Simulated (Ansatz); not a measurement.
Molecule: H₂S₂, net charge 1, doublet state. 
Structure (B3LYP-D3(BJ)/def2-TZVP (Ansatz, a first-principles code) minimum search):
```xyz
4

S     -0.7941    -0.0207     0.6135
S      0.7941     0.0207    -0.6135
H     -1.6942     0.0045    -0.3999
H      1.6942    -0.0045     0.3999
```
Charge +1, spin multiplicity 2.

Basis-set convergence of Hartree-Fock and CCSD correlation energies (hartree) with Ansatz. Correlated levels leave the core frozen unless marked. Open shells are spin-unrestricted. No spin-orbit coupling. Non-relativistic.

```
basis            functions       E(HF)  E(corr, CCSD)
---------------  ---------  ----------  -------------
aug-cc-pV(D+d)Z         82  -795.93273       -0.30768
aug-cc-pV(T+d)Z        156         ___            ___
```

Task: Some entries are withheld; supply them.

Result: 
- aug-cc-pV(T+d)Z, E(HF): -795.96314
- aug-cc-pV(T+d)Z, E(corr, CCSD): -0.37478
